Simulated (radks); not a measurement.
The numbers below are computed, except where a source is named.
Yb V, 66 electrons, occupied as [Xe] 4f12 (the NIST ground configuration). Level of theory: scalar-relativistic Kohn-Sham, SCAN, spin-unpolarised, spherical densities, finite nucleus; meta-GGA in the generalised Kohn-Sham scheme; Fermi nuclear charge, rms radius 5.3108 fm (a radial shooting solver on a logarithmic mesh with Libxc functionals). Some entries of the table are withheld. Estimate them.

orbital,occ.,eigenvalue (eV),<1/r> (bohr^-1),r(max) (bohr)
1s,2,-61365.99,80.62,0.01237
2s,2,(1),18.82,0.07052
2p,6,-9229.082,17.26,0.05757
3s,2,-2415.328,6.959,0.1991
3p,6,-2039.202,6.470,0.1964
3d,10,-1580.913,6.119,0.1605
4s,2,-525.6444,2.937,0.4551
4p,6,-401.3026,2.685,0.4759
4d,10,-237.1451,2.379,(2)
5s,2,-104.8305,1.140,1.048
5p,6,-74.3488,0.9732,1.191
4f,12,-57.2705,1.845,0.4770

Answer. 
(1) 2s eigenvalue (eV): -10468.48
(2) 4d r(max) (bohr): 0.4901
